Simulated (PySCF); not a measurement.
Atoms are numbered as in `[F:1][C:2]([F:3])([F:4])[c:5]1[cH:6][cH:7][cH:8][cH:9][n:10]1` (H(Xn): hydrogen on atom n).

[PySCF: shieldings: GIAO PBE0/pcSseg-1; B3LYP/pcJ-1 coupling constants (spin–dipole term only in couplings to heteroatoms); geometry: GFN2-xTB; one computed conformer; equivalent nuclei averaged; no solvent model; no relativistic terms]

δ = σ(ref) − σ, references computed at the same level: 1H (σref 31.72) vs TMS.

The spectrum was simulated from the full spin Hamiltonian at 400 MHz with 0.8 Hz Lorentzian lines, from shifts rounded to 0.01 ppm and J to 0.1 Hz, couplings under 1 Hz left out.

Question: List the maxima of its 1H spectrum with integrals.

Answer: 
Maxima in ppm (height), grouped by integral:
1H: 9.070 (49), 9.067 (65), 9.067 (65), 9.064 (50), 9.056 (51), 9.053 (66), 9.053 (66), 9.050 (50)
1H: 8.204 (37), 8.200 (37), 8.182 (74), 8.179 (73), 8.161 (49), 8.157 (48)
1H: 7.982 (100), 7.979 (100), 7.960 (81), 7.957 (81)
1H: 7.627 (83), 7.614 (83), 7.606 (78), 7.592 (76)

Question: Summarise it as multiplets with assignments.

Answer: 1H NMR (400 MHz, computed): δ 9.06 (dt, J = 5.5, 1.2 Hz, 1H, H(C9)), 8.18 (td, J = 8.7, 1.5 Hz, 1H, H(C7)), 7.97 (dd, J = 8.8, 1.0 Hz, 1H, H(C6)), 7.61 (dd, J = 8.5, 5.5 Hz, 1H, H(C8)). These are first-order names; overlap and second-order distortion can hide them in the list.

Multiplet labels drop couplings under 1 Hz and merge nearly equal ones. Unscaled 3J(H,H) at this level run about 10 % above measured values.
